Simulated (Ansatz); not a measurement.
Al₆N⁻. Total charge -1; singlet. Geometry PBE0-D4/def2-SVPD.

```xyz
7

N     0.132    0.310    0.261
Al   -1.583    1.241    0.586
Al    0.206   -1.311   -1.327
Al    0.897   -0.728    1.731
Al   -0.252    1.206   -1.639
Al    1.997    0.638   -0.266
Al   -1.399   -1.357    0.654
```

At HF/def2-TZVPD the restricted singlet is unstable: a solution with broken spin symmetry lies lower. The restricted singlet is unstable towards broken spin symmetry in Hartree–Fock (as tested in another run); at PBE-D4/def2-TZVPD, revPBE-D4/def2-TZVPD, BLYP-D4/def2-TZVPD, PBE0-D4/def2-TZVPD this wasn't settled. The structure comes from a short search, and lower isomers may exist.

Problem. Estimate the orbital energies around the gap (eV) in Ansatz with HF/def2-TZVPD, PBE-D4/def2-TZVPD, revPBE-D4/def2-TZVPD, BLYP-D4/def2-TZVPD, PBE0-D4/def2-TZVPD.

Solution. 
| orbital | HF/def2-TZVPD | PBE-D4/def2-TZVPD | revPBE-D4/def2-TZVPD | BLYP-D4/def2-TZVPD | PBE0-D4/def2-TZVPD |
| --- | --- | --- | --- | --- | --- |
| HOMO−5 | -5.19 | -2.22 | -2.18 | -2.00 | -3.13 |
| HOMO−4 | -5.05 | -2.04 | -2.00 | -1.83 | -2.91 |
| HOMO−3 | -4.42 | -1.95 | -1.91 | -1.73 | -2.81 |
| HOMO−2 | -3.63 | -1.69 | -1.66 | -1.46 | -2.41 |
| HOMO−1 | -2.77 | -0.99 | -0.96 | -0.71 | -1.63 |
| HOMO | -2.39 | -0.73 | -0.70 | -0.43 | -1.35 |
| LUMO | 3.06 | 0.35 | 0.39 | 0.60 | 0.87 |
| LUMO+1 | 3.75 | 1.28 | 1.31 | 1.52 | 1.80 |
| LUMO+2 | 3.88 | 1.44 | 1.47 | 1.66 | 2.01 |
| LUMO+3 | 4.05 | 1.59 | 1.61 | 1.77 | 2.14 |
| LUMO+4 | 4.20 | 1.77 | 1.81 | 2.00 | 2.32 |
| LUMO+5 | 4.22 | 1.85 | 1.88 | 2.07 | 2.42 |
